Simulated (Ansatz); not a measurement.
Be7O7⁺. The state is a doublet with charge 1. Geometry PBE0-D4/def2-SVP, that of the neutral singlet.

```
atom   x (Å)   y (Å)   z (Å)
 Be1   1.828  -2.453  -0.329
 Be2  -2.402   1.785  -0.721
 Be3   2.499  -0.764   1.629
 Be4  -0.222  -2.298  -2.037
 Be5  -0.888   2.639   1.309
 Be6   1.291   1.504   2.358
 Be7  -2.107  -0.413  -2.210
  O8  -1.940   2.612   0.346
  O9   2.553  -1.899   0.767
 O10  -2.662   0.810  -1.728
 O11   0.238   2.446   2.163
 O12   0.949  -2.803  -1.397
 O13  -1.374  -1.601  -2.506
 O14   2.237   0.436   2.355
```

At PBE-D4/def2-TZVP an occupied level lies above an empty one. At PBE-D4/def2-TZVP the gap within one spin of the charge 1 doublet nearly closes, so an electron or hole may be smeared out by delocalisation error. Another isomer (singlet) lies 0.20 eV lower at PBE0-D4/def2-TZVP; other spin states weren't run for this one.

Estimate the α-spin orbital energies around the gap (eV) in Ansatz with PBE-D4/def2-TZVP, PBE0-D4/def2-TZVP.


| orbital | PBE-D4/def2-TZVP | PBE0-D4/def2-TZVP |
| --- | --- | --- |
| HOMO−5 | -12.16 | -13.87 |
| HOMO−4 | -12.11 | -13.84 |
| HOMO−3 | -11.80 | -13.49 |
| HOMO−2 | -11.74 | -13.46 |
| HOMO−1 | -11.58 | -13.03 |
| HOMO | -11.38 | -12.83 |
| LUMO | -5.55 | -4.87 |
| LUMO+1 | -4.53 | -3.79 |
| LUMO+2 | -4.50 | -3.72 |
| LUMO+3 | -3.45 | -2.70 |
| LUMO+4 | -3.38 | -2.63 |
| LUMO+5 | -3.38 | -2.62 |
| β HOMO | -11.20 | -12.29 |
| β LUMO | -11.37 | -11.64 |
